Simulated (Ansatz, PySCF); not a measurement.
CH5AlS2, SMILES [Al]([SH])([CH3])[SH].

Geometry: PBE0-D3(BJ)/def2-SVP. One conformer was computed; it need not be the lowest.

Vertical ionisation energy (IE) and electron affinity (EA) in eV. Rows of orbital energies are one-electron estimates. Where ΔSCF, EOM or ADC give a negative EA the extra electron is unbound and the value depends on the basis.

```csv
level,IE,EA
"−ε(HOMO), −ε(LUMO), PBE0/def2-TZVP (PySCF)",?,?
"−ε(HOMO), −ε(LUMO), PBE/def2-TZVP (PySCF)",6.32,1.31
"ΔSCF, CAM-B3LYP/def2-SVPD (Ansatz), final states of multiplicity 2 and 2",9.75,-0.46
"ΔSCF, PBE/def2-SVPD (Ansatz), final states of multiplicity 2 and 2",9.21,-0.23
```

Q: Some entries are withheld; supply them. (The exact figures need the calculation; the answer reports its results.)

A: 
- −ε(HOMO), −ε(LUMO), PBE0/def2-TZVP (PySCF), IE: 7.52
- −ε(HOMO), −ε(LUMO), PBE0/def2-TZVP (PySCF), EA: 0.56

Q: What vertical singlet–triplet gap does ΔSCF give with CAM-B3LYP/def2-SVPD (Ansatz, a quantum-chemistry and plane-wave program) and with PBE/def2-SVPD (Ansatz)? (The exact figures need the calculation; the answer reports its results.)

A: 5.67 and 4.93 eV (triplet above singlet where positive).
